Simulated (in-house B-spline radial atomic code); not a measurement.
## How G0W0 and RPA depend on the start: Mn¹⁰⁺

Configuration [Ne] 3s2 3p3, highest spin. Computed with a B-spline radial code for spherical atoms: all electrons, non-relativistic, point nucleus, each spin shell either full or empty, empty states to l = 9 with an (l + 1/2)⁻⁴ tail; G0W0 by contour deformation at full frequency.

```json
{"start": "Hartree-Fock", "mean-field 3p up (eV)": "-283.67", "G0W0 (eV)": "-284.27", "QP weight": "0.979", "RPA correlation (Eh)": "-0.91216"}
{"start": "PBE", "mean-field 3p up (eV)": "-269.45", "G0W0 (eV)": "?", "QP weight": "?", "RPA correlation (Eh)": "?"}
{"start": "B3LYP (VWN-RPA)", "mean-field 3p up (eV)": "-272.45", "G0W0 (eV)": "-283.90", "QP weight": "0.965", "RPA correlation (Eh)": "-0.99429"}
{"start": "r2SCAN0", "mean-field 3p up (eV)": "-274.31", "G0W0 (eV)": "-284.04", "QP weight": "0.968", "RPA correlation (Eh)": "-0.97699"}
{"start": "LDA VWN5", "mean-field 3p up (eV)": "-269.15", "G0W0 (eV)": "?", "QP weight": "?", "RPA correlation (Eh)": "?"}
```

(1) What G0W0 level, weight and RPA correlation energy follow from the LDA VWN5 start?

(2) What G0W0 level, weight and RPA correlation energy follow from the PBE start?

(3) How much of the dependence on the start does G0W0 remove?

Answers

(1) G0W0 level -283.82 eV, weight 0.958, RPA correlation -1.0223 hartree.

(2) G0W0 level -283.78 eV, weight 0.959, RPA correlation -1.0204 hartree.

(3) The mean-field levels span 14.5 eV and the G0W0 levels 0.488 eV. Against 286.1 ± 0.5 eV (NIST, semi-empirical) the G0W0 removal energies are off by -2.32 to -1.83 eV, with relativity, Breit and QED terms left out.
